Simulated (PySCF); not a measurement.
**Spin states and ions at one geometry of [Ta3]−**

PySCF 2.14.0, UKS TPSS, Ta def2-SVP with ECP60; non-relativistic Hamiltonian with scalar-relativistic core potentials where named; density fitting; no spin-orbit coupling; singlets restricted, open shells unrestricted. The geometry is relaxed for charge -1, triplet, vacuum:

```xyz
3

Ta    1.4638   -0.0644    0.0000
Ta   -0.7870    1.2360    0.0000
Ta   -0.6768   -1.1716    0.0000
```

Energies count from the relaxed state; an electron taken off or put on is at rest in vacuum. Charges and spins are Mulliken's.

```
                     state  energy (eV)  spin squared  charge on Ta1 (e)  spin on Ta1 (e)  dipole about the centre of mass (D)
charge -1, triplet, vacuum         0.00          2.68              -0.35             1.16                                 0.43
charge -1, quintet, vacuum         0.01          6.02              -0.32             1.52                                 0.01
 charge 0, doublet, vacuum         1.12          1.16               0.02             0.99                                 0.13
```

What does the state charge 0, quartet, vacuum give?

energy (eV) 1.01, spin squared 4.15, charge on Ta1 (e) -0.01, spin on Ta1 (e) 1.42, dipole about the centre of mass (D) 0.45.

With an electron taken off (quartet, the lower of the two states computed) the charges change, summed by element, by Ta +1.00 e. The vertical ionisation energy is 1.01 eV, against −ε(HOMO) = -1.01 eV over both spins of the relaxed state. The level lies 2.0 eV too high, as is usual for semilocal functionals and global hybrids, which keep a self-interaction error.

Open shells may have lower solutions than those found. Spin squared well over S(S+1) tells of spin contamination.

No frequency check is given that shows the relaxed geometry to be a minimum. The relaxed state is spin-contaminated (spin squared 2.68 against 2.00).
